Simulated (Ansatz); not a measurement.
Ansatz (a program for electronic structure) input (RPA@PBE/cc-pV(Q+d)Z):
A basis named .json is the Basis Set Exchange file of that set.

Ansatz 0.2 input:
```yaml
crystal:
  periodic: [false, false, false]
  atoms:
    - {symbol: C, position_ang: [-1.68704578, -0.32335981, -0.75693485]}
    - {symbol: S, position_ang: [-0.67076212, 1.16742263, -0.38001657]}
    - {symbol: B, position_ang: [0.80412792, 0.57108188, 0.33535545]}
    - {symbol: Cl, position_ang: [1.32388036, -1.04699632, 0.67334451]}
    - {symbol: H, position_ang: [-1.90238563, -0.86532166, 0.15990971]}
    - {symbol: H, position_ang: [-1.15792835, -0.96397328, -1.45718264]}
    - {symbol: H, position_ang: [-2.61182305, 0.03421988, -1.20448690]}
basis:
  gaussian:
    orbitals: cc-pV_Q+d_Z.json
hamiltonian:
  xc: pbe
magnetization: {spin_polarized: true, initial_magnetization: 1}
correlation: {method: rpa, electrons: outside_noble_gas}
```

Output:

```
Functional definition: PBE
integrals: 1.19 GiB planned
1958 factors; integrals over basis functions are off by at most 1.1e-3 eV
0.54 GiB of the device are held for the grids
2.23 GiB of device memory are held for the factors and their scratch space
mean field: 2.66 GiB planned
mean field evaluation 1: about -25101.0171 eV, gradient 4.2e1 eV
mean field evaluation 2: about -25101.0147 eV, gradient 4.2e1 eV
mean field evaluation 4: about -25109.4568 eV, gradient 8.4e0 eV
mean field evaluation 8: about -25109.8001 eV, gradient 2.4e-1 eV
mean field evaluation 16: about -25109.8004 eV, gradient 9.7e-4 eV
mean field -25109.80037891 eV, -922.7681438911 hartree, gradient 7.6e-6 eV, S^2 0.754796; 0 other end points of the search recorded, 0 dependent functions left out
12 core orbitals not correlated
reference -25071.62379372 eV, -921.3651802621 hartree; 12, 11 occupied and 304, 305 virtual orbitals, 1958 factors
Total energy: -25102.79856955 eV, -922.5108321431 hartree
```

It need not be the lowest isomer of its formula.
